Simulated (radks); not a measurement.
The numbers below are computed, except where a source is named.
Task: Species: the osmium ion Os35+. Configuration: [Kr] 4d5 (the NIST ground configuration). Code: a radial shooting solver on a logarithmic mesh with Libxc functionals. Model: non-relativistic Kohn-Sham, LDA (Slater exchange, Perdew-Wang correlation), spin-unpolarised, spherical densities, point nucleus; relativity is left out, which matters for an element this heavy. Some entries of the table are withheld. Estimate them.

| orbital | occ. | eigenvalue (eV) | <1/r> (bohr^-1) | r(max) (bohr) |
|---|---|---|---|---|
| 1s | 2 | -68790.99 | 75.41 | 0.01323 |
| 2s | 2 | (1) | 17.71 | (2) |
| 2p | 6 | (3) | 17.75 | 0.05586 |
| 3s | 2 | -3980.494 | 6.904 | 0.1966 |
| 3p | 6 | -3775.650 | (4) | 0.1850 |
| 3d | 10 | -3395.802 | 6.772 | 0.1455 |
| 4s | 2 | -1761.501 | 3.344 | 0.4178 |
| 4p | 6 | -1672.082 | (5) | 0.4139 |
| 4d | 5 | -1511.846 | 3.180 | 0.3981 |

Result: 
(1) 2s eigenvalue (eV): -12586.39
(2) 2s r(max) (bohr): 0.07202
(3) 2p eigenvalue (eV): -12140.70
(4) 3p <1/r> (bohr^-1): 6.857
(5) 4p <1/r> (bohr^-1): 3.290
